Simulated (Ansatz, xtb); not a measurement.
## C5H11Br: which of two isomers lies lower

We compare X, `CC[C@H](C)CBr`, a singlet, with Y, `CCC(C)(C)Br`, a singlet. Both are isolated molecules in the gas phase, relaxed with PBE0-D3(BJ)/def2-SVP, each in the lowest conformer that the search found.

X (Å):

```yaml
atoms:
  - { symbol: C, position_ang: [1.8409, 3.0099, -0.7199] }
  - { symbol: C, position_ang: [0.7758, 2.3934, 0.1726] }
  - { symbol: C, position_ang: [0.8032, 0.8646, 0.2341] }
  - { symbol: C, position_ang: [0.5658, 0.2023, -1.1173] }
  - { symbol: C, position_ang: [-0.1258, 0.3227, 1.3079] }
  - { symbol: Br, position_ang: [-2.0181, 0.6821, 0.9721] }
  - { symbol: H, position_ang: [2.8523, 2.6876, -0.4227] }
  - { symbol: H, position_ang: [1.7035, 2.7369, -1.7771] }
  - { symbol: H, position_ang: [1.8140, 4.1084, -0.6629] }
  - { symbol: H, position_ang: [-0.2265, 2.7146, -0.1590] }
  - { symbol: H, position_ang: [0.8913, 2.7843, 1.1986] }
  - { symbol: H, position_ang: [1.8119, 0.5666, 0.5856] }
  - { symbol: H, position_ang: [1.3292, 0.4997, -1.8501] }
  - { symbol: H, position_ang: [0.5960, -0.8950, -1.0333] }
  - { symbol: H, position_ang: [-0.4210, 0.4806, -1.5189] }
  - { symbol: H, position_ang: [-0.0525, -0.7695, 1.3924] }
  - { symbol: H, position_ang: [0.0829, 0.7724, 2.2876] }
```

Y (Å):

```tsv
atom	x (Å)	y (Å)	z (Å)
C	-0.5927	1.6604	-1.8280
C	0.0959	1.6470	-0.4751
C	0.1927	0.2983	0.2378
C	0.9093	0.4478	1.5687
C	0.8291	-0.7847	-0.6153
Br	-1.6636	-0.3076	0.6605
H	-0.0550	1.0551	-2.5730
H	-0.6486	2.6871	-2.2186
H	-1.6190	1.2713	-1.7504
H	-0.4015	2.3561	0.2062
H	1.1355	2.0084	-0.5849
H	0.9281	-0.5025	2.1204
H	1.9506	0.7628	1.3864
H	0.4251	1.2067	2.1995
H	1.8492	-0.4712	-0.8957
H	0.8999	-1.7305	-0.0600
H	0.2597	-0.9704	-1.5355
```

Quicker runs give these differences E(Y) − E(X): GFN2-xTB −2.8 kcal/mol; HF/STO-3G +0.4 kcal/mol (at GFN2-xTB geometries); r2SCAN-D4/def2-SVP −4.8 kcal/mol (at GFN2-xTB geometries).

Q: Estimate E(Y) − E(X) at the level CCSD(T)/def2-SVP + ΔMP2/def2-TZVPP.

A: Calculated at CCSD(T)/def2-SVP + ΔMP2/def2-TZVPP: E(Y) − E(X) = −4.3 kcal/mol, so structure Y lies lower.

How the difference moves with the method:

```tsv
level	geometry	E(Y) − E(X) (kcal/mol)	departure from the last row (kcal/mol)	job, with rough time for the two
GFN2-xTB	GFN2-xTB	−2.8	+1.5	optimisation, 0.14 s
HF/STO-3G	GFN2-xTB	+0.4	+4.7	single point, 0.48 s
r2SCAN-D4/def2-SVP	GFN2-xTB	−4.8	−0.5	single point, 4.4 s
PBE0-D3(BJ)/def2-SVP	PBE0-D3(BJ)/def2-SVP	−3.7	+0.7	optimisation, 42 s
HF/def2-SVP	PBE0-D3(BJ)/def2-SVP	−2.5	+1.8	part of the CCSD(T) run
MP2/def2-SVP	PBE0-D3(BJ)/def2-SVP	−5.1	−0.8	part of the CCSD(T) run
CCSD(T)/def2-SVP	PBE0-D3(BJ)/def2-SVP	−4.5	−0.1	single point
CCSD(T)/def2-SVP + ΔMP2/def2-TZVPP	PBE0-D3(BJ)/def2-SVP	−4.3		single point, 2 min
```

As drawn, both hold the same kinds of bond in the same numbers. Structure X has 2 methyl groups, Y 3.

HF/STO-3G finds them nearly level. The largest departure from CCSD(T)/def2-SVP + ΔMP2/def2-TZVPP is that of HF/STO-3G, 4.7 kcal/mol. The last row adds to CCSD(T) the change of the MP2 difference between the two basis sets, here +0.1 kcal/mol.

With thermal terms from frequencies at re-optimised GFN2-xTB minima (ideal gas, soft modes damped towards free rotors, one conformer each, 298.15 K, 1 atm): on the last row, ΔE + ΔZPE = −4.8, ΔH = −4.7, ΔG = −4.3 kcal/mol.

The correlated steps freeze 14 core orbitals; the filled d shell of Br is correlated, in a basis made for valence electrons. Mirror images aren't counted in ΔG. Programs: Ansatz 0.2.0, xtb 6.7.1; the last row on 4 threads of Arm Neoverse V1 on a shared host.
